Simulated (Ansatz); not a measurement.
**CH3GaS+: where a starting geometry ends**

The starting geometry of this gas-phase doublet was optimised with GFN2-xTB.

```csv
atom,x (Å),y (Å),z (Å)
C,-2.4704,-3.5228,1.0354
Ga,-1.9361,-3.1752,-0.8614
S,-1.2532,-2.9614,-2.9720
H,-2.8635,-2.7249,1.6592
H,-2.3508,-4.5176,1.4594
H,-1.8158,-1.7464,-3.1242
```

Task: Where would you expect an optimisation with B3LYP/6-31G* to take it?

Result: It keeps its bonds.

The energy falls by 0.17 eV over 9 steps:

```tsv
step	E − E(last) (eV)
1	0.172
2	0.063
3	0.047
4	0.021
5	0.006
6	0.001
7	0.000
8	0.000
9	0.000
```

Final geometry (Å):

```xyz
6

C    -2.4383   -3.4968    0.9552
Ga   -1.8058   -3.0648   -0.7770
S    -0.9854   -2.6042   -2.7038
H    -2.4776   -2.7360    1.7314
H    -2.7818   -4.5040    1.1796
H    -2.2009   -2.2423   -3.1890
```

Frequencies at the end are all real (lowest 118 cm⁻¹). Open shells are spin-unrestricted. Run with Ansatz 0.2.0, 56 s on 1 thread of Intel(R) Xeon(R) Platinum 8259CL CPU @ 2.50GHz (Skylake/Cascade Lake) (shared host).
